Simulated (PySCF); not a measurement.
C9H13N.
Geometry (PBE0-D3(BJ)/def2-SVP, Å), atoms numbered from 1 in this order:
```
atom  x, y, z in Å
C1    -2.7981   -0.6671   -0.6042
C2    -2.0328   -0.1546    0.6153
C3    -0.6671    0.3832    0.2794
C4    -0.4435    1.7594    0.2133
C5     0.7973    2.2807   -0.1415
C6     1.8368    1.4039   -0.4403
C7     1.6600    0.0215   -0.3863
C8     2.7780   -0.9214   -0.7178
C9     0.3973   -0.4952   -0.0208
N10    0.2002   -1.8683   -0.0087
H11   -2.2395   -1.4624   -1.1204
H12   -2.9549    0.1459   -1.3288
H13   -3.7840   -1.0674   -0.3211
H14   -2.6149    0.6392    1.1087
H15   -1.9508   -0.9610    1.3689
H16   -1.2713    2.4344    0.4497
H17    0.9530    3.3604   -0.1862
H18    2.8172    1.7962   -0.7251
H19    2.4995   -1.6068   -1.5365
H20    3.6795   -0.3759   -1.0277
H21    3.0597   -1.5493    0.1474
H22   -0.5803   -2.1957    0.5457
H23    1.0299   -2.4308    0.1262
```

Computed with PySCF at PBE0/pcSseg-1, non-relativistic, on one gas-phase PBE0-D3(BJ)/def2-SVP geometry that isn't relaxed in the solvent. The solvent is an IEF-PCM continuum (van der Waals radii × 1.2). Only the electrostatic response of the medium enters.

```json
{"run": "gas", "E − E(gas) (kJ/mol)": "0.00", "HOMO (eV)": "-5.75", "HOMO–LUMO gap (eV)": "5.93", "dipole (D)": "1.81"}
{"run": "P", "E − E(gas) (kJ/mol)": "-18.37", "HOMO (eV)": "-5.80", "HOMO–LUMO gap (eV)": "5.90", "dipole (D)": "2.38"}
{"run": "Q", "E − E(gas) (kJ/mol)": "-25.63", "HOMO (eV)": "-5.84", "HOMO–LUMO gap (eV)": "5.88", "dipole (D)": "2.61"}
{"run": "R", "E − E(gas) (kJ/mol)": "-11.03", "HOMO (eV)": "-5.77", "HOMO–LUMO gap (eV)": "5.91", "dipole (D)": "2.15"}
```

Question: The runs were made in acetone, benzene and chloroform. Which run belongs to which solvent?

Answer: P = chloroform, Q = acetone, R = benzene. The dielectric constants are 2.271 (benzene), 4.711 (chloroform), 20.49 (acetone), and the energy falls further as ε rises. In this model the ground state sees the solvent through ε alone.

Question: How constant is the ratio of the lowering to (ε − 1)/(2ε + 1)?

Answer: 
| solvent | (ε − 1)/(2ε + 1) | E − E(gas) (kJ/mol) | ratio (kJ/mol) | polarisation term (kJ/mol) |
| --- | --- | --- | --- | --- |
| benzene | 0.229 | -11.03 | -48.1 | -11.72 |
| chloroform | 0.356 | -18.37 | -51.6 | -20.35 |
| acetone | 0.464 | -25.63 | -55.2 | -29.62 |

The ratio changes by +14.8 % in size from benzene to acetone. The polarisation term is half the interaction of the solute with the induced surface charges.
